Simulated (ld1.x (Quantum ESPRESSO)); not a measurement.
**I: one change to a TM potential, before and after**

ld1.x (Quantum ESPRESSO) 7.5 input, shortened:

```
&input
   title='I', zed=53., rel=1, dft='PBESOL', iswitch=3,
   config='[Kr] 4d10 5s1.75 5p5.25 5d-2'
 /
 &inputp
   pseudotype=2, tm=.true., lloc=0,
   nlcc=.false.
 /
3
5P  2  1   5.25   0.00  2.00  2.00  0.0
5D  3  2  -2.00   0.20  1.70  1.70  0.0
5S  1  0   1.75   0.00  1.45  1.45  0.0
 &test
   configts(1)='5s1.75 5p5.25'
 /
```

All-electron outer shells of the reference configuration (PBEsol, scalar-relativistic, ld1.x):

```json
{"shell": "4p", "level (eV)": "-127.72", "outermost node (bohr)": "0.37", "outermost maximum (bohr)": "0.72"}
{"shell": "4d", "level (eV)": "-50.54", "outermost node (bohr)": "0.35", "outermost maximum (bohr)": "0.78"}
{"shell": "5s", "level (eV)": "-17.63", "outermost node (bohr)": "0.88", "outermost maximum (bohr)": "1.70"}
{"shell": "5p", "level (eV)": "-7.23", "outermost node (bohr)": "0.96", "outermost maximum (bohr)": "2.02"}
```

Change: core correction a·sin(br)/r model core inside 0.94 bohr.

Cutoffs: the cutoffs (Ry, on a coarse ladder) from which the occupation-weighted sum of valence levels, in a spherical-Bessel basis at the reference potential, stays within 10 and 1 mRy of its value at 400 Ry; they do not see the model core or the augmentation charge, which bear on the density cutoff. Errors are all-electron minus pseudo energies relative to the spin-unpolarised reference configuration.

Q: How do hardness, ghosts and transferability respond?

A: The potential gets neither clearly harder nor softer (55 Ry and 110 Ry → 55 Ry and 110 Ry); both files keep a bound ghost (d); of the 7 tests that both files solve, the error grows in 3 and shrinks in 2 by more than 15 % and 0.3 meV (median size 4.3 → 7.7 meV). A model core, the more so a compact one, raises the density cutoff, which this test does not measure.

```csv
quantity,base,changed
"cutoff, loose",55 Ry,55 Ry
"cutoff, tight",110 Ry,110 Ry
bound ghosts,d,d
"error for 5s2 5p5, meV [ΔE -2.59 eV]",+0.4,-0.6
"error for 5s2 5p4, meV [ΔE 8.56 eV]",-4.3,-3.6
"error for 5s2 5p3, meV [ΔE 28.44 eV]",-14,-13
"error for 5s2 5p2, meV [ΔE 57.83 eV]",-27,-39
"error for 5s2 5p1, meV [ΔE 97.32 eV]",-33,-104
"error for 5s2 5p5.3, meV [ΔE -4.38 eV]",+1.0,0.0
"error for 5s1 5p6, meV [ΔE 7.85 eV]",+3.1,-7.7
s: phases at 2.19 bohr within 0.05 rad from the reference energy up to (Ry; the scan ends near 5),2.2,2.2
p: phases at 2.19 bohr within 0.05 rad from the reference energy up to (Ry; the scan ends near 5),to the end of the scan,to the end of the scan
d: phases at 2.19 bohr within 0.05 rad from the reference energy up to (Ry; the scan ends near 5),1.5,1.5
```

 A true bound ghost makes a file unfit for plane-wave use even where its test errors are small: the radial tests pick states by their node count and pass the ghost by.
